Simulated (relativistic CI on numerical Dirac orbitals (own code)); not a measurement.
**Sensitivity of the levels of Ir28+ to α and to the nuclear radius**

Computed by Dirac-Coulomb-Breit CI, orbitals from a KLI potential per configuration, derivatives by finite differences, unscaled Slater integrals, QED left out (own radial code, finite nucleus).

Configuration list (outside the closed core [Kr] 4d10): 4f³, 4f²5s, 4f²5p, 4f5s², 4f5s5p, 4f²5d, 4f5p², 4f5s5d. Levels of other configurations are missing.

With x = (α/α₀)² − 1 an excitation energy changes as ω = ω₀ + qx; K = 2q/ω₀ is the relative enhancement. Terms are leading LS components, so labels can repeat. The field-shift factor is F = δν/δ⟨r²⟩ for the transition from the lowest level.

Lowest level 4f³ ⁴I°9/2.

```csv
Level,ω₀ (cm⁻¹),q (cm⁻¹),K,F (GHz/fm²)
4f³ ⁴I°11/2,27273.9,30300,2.22,1.45
4f³ ⁴F°3/2,43523.9,2252,0.103,0.518
4f³ ⁴I°13/2,49345.4,47020,1.91,2.33
4f³ ²H°9/2,55526.3,25180,0.907,1.54
4f³ ⁴F°5/2,61479.2,18020,0.586,1.32
4f³ ⁴I°15/2,67657.2,55860,1.65,2.87
4f³ ⁴S°3/2,68757.2,30870,0.898,1.88
4f³ ²G°7/2,69619.1,30900,0.888,1.9
4f³ ⁴G°5/2,71013.1,21030,0.592,1.53
4f³ ⁴G°7/2,83904.4,35780,0.853,2.23
4f³ ²K°13/2,89303.6,43860,0.982,2.62
4f³ ⁴F°9/2,90625.2,56230,1.24,3.1
4f³ ²H°11/2,91745.6,51140,1.11,2.92
```

At this charge energies of transitions that change n are usually good to better than 1 %, and those within a shell (Δn = 0) to a few per cent. Terms inside the open d or f shell come out 10 to 20 % too wide with unscaled integrals.
